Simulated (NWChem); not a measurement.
System meant: BH$_{3}$; SMILES B

Here is an NWChem input.

```
start job
memory heap 200 mb stack 900 mb global 1100 mb
geometry units angstroms noautoz
  B      0.000000     0.000000     0.000000
  H     -1.172964     0.314295     0.000000
  H      0.314295    -1.172964     0.000000
  H      0.858669     0.858669     0.000000
end
basis spherical
  * library def2-svp
end
dft
  xc b3lyp
  iterations 150
end
tddft
  cis
  nroots 4
  notriplet
end
task tddft energy
```

End of the output:

```
 Vector    7  Occ=0.000000D+00  E= 1.406382D-01  Symmetry=e'
              MO Center=  1.9D-02,  8.2D-02,  2.3D-23, r^2= 4.1D+00
   Bfn.  Coefficient  Atom+Function         Bfn.  Coefficient  Atom+Function
  ----- ------------  ---------------      ----- ------------  ---------------
    26      2.224134  4 H  s                  8      1.915080  1 B  py
    21     -1.597164  3 H  s                  7     -1.067489  1 B  px
    16     -0.626969  2 H  s                  5     -0.246729  1 B  py
    25      0.143472  4 H  s                  4      0.137530  1 B  px
    20     -0.103028  3 H  s                 14     -0.040351  1 B  d  2

 center of mass
 --------------
 x =  -0.00000000 y =  -0.00000000 z =   0.00000000

 moments of inertia (a.u.)
 ------------------
           7.960783552168           0.000000000000           0.000000000000
           0.000000000000           7.960783552168           0.000000000000
           0.000000000000           0.000000000000          15.921567104336

     Multipole analysis of the density
     ---------------------------------

     L   x y z        total         alpha         beta         nuclear
     -   - - -        -----         -----         ----         -------
     0   0 0 0     -0.000000     -4.000000     -4.000000      8.000000

     1   1 0 0     -0.000000     -0.000000     -0.000000     -0.000000
     1   0 1 0     -0.000000     -0.000000     -0.000000     -0.000000
     1   0 0 1     -0.000000     -0.000000     -0.000000      0.000000

     2   2 0 0     -6.862204     -7.380589     -7.380589      7.898974
     2   1 1 0      0.000000      0.000000      0.000000     -0.000000
     2   1 0 1     -0.000000     -0.000000     -0.000000      0.000000
     2   0 2 0     -6.862204     -7.380589     -7.380589      7.898974
     2   0 1 1      0.000000      0.000000      0.000000      0.000000
     2   0 0 2     -5.344459     -2.672230     -2.672230      0.000000

 ------------------------------------------------------------------------
 tddft_init: non-Abelian symmetry not permitted                   0
 ------------------------------------------------------------------------
 ------------------------------------------------------------------------
  current input line :
    21: task tddft energy
 ------------------------------------------------------------------------
 ------------------------------------------------------------------------
 There is an error related to the specified geometry
 ------------------------------------------------------------------------
 For more information see the NWChem manual at https://nwchemgit.github.io

0:tddft_init: non-Abelian symmetry not permitted:Received an Error in Communication
```

Problem. Find the fault in this run and fix the input.

Solution. The program stopped with an error. Cause: the TDDFT module takes Abelian point groups alone, and the geometry was found to have a non-Abelian one. This input runs:
```
start job
memory heap 200 mb stack 900 mb global 1100 mb
geometry units angstroms noautosym nocenter noautoz
  B      0.000000     0.000000     0.000000
  H     -1.172964     0.314295     0.000000
  H      0.314295    -1.172964     0.000000
  H      0.858669     0.858669     0.000000
end
basis spherical
  * library def2-svp
end
dft
  xc b3lyp
  iterations 150
end
tddft
  cis
  nroots 4
  notriplet
end
task tddft energy
```
It converges to -26.58976 Ha (B3LYP/def2-SVP, TDA).
